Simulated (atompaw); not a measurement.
u(r) = r·R(r): atom against pseudo-atom (N (Z = 7))

Columns: radius, all-electron u(r) and pseudo u(r) of the 2p shell (level -37.51 eV) of nitrogen in the configuration [He] 2s2 2p1; PBE, scalar-relativistic, PAW (atompaw) scheme, atompaw 4.2.0.5.

```
r (bohr)  all-electron  pseudo
   0.087        0.0726  0.0057
   0.173        0.2184  0.0225
   0.260        0.3807  0.0499
   0.346        0.5286  0.0862
   0.433        0.6540  0.1308
   0.519        0.7508  0.1809
   0.606        0.8233  0.2355
   0.692        0.8711  0.2913
   0.779        0.8976  0.3473
   0.865        0.9051  0.4001
   0.952        0.8971  0.4490
   1.038        0.8771  0.4910
   1.125        0.8473  0.5256
   1.212        0.8105  0.5514
   1.298        0.7694  0.5676
   1.385        0.7249  0.5743
   1.471        0.6794  0.5716
   1.558        0.6330  0.5603
   1.644        0.5876  0.5414
   1.731        0.5429  0.5161
   1.817        0.5003  0.4863
   1.904        0.4593  0.4531
   1.990        0.4209  0.4187
   2.077        0.3844  0.3839
   2.163        0.3507  0.3506
   2.250        0.3189  0.3189
```

(1) How many radial nodes do the two functions have?

(2) Where does each function peak?

(3) Is the pseudo-wave norm-conserving?

Answers

(1) The all-electron 2p function has n − l − 1 = 0; the pseudo-wave has 0.

(2) Outermost all-electron maximum near 0.86 bohr, pseudo maximum near 1.39 bohr (to the table’s step).

(3) No, it belongs to a PAW set: the norm inside the radius is not constrained, and the difference is carried by the augmentation charge.
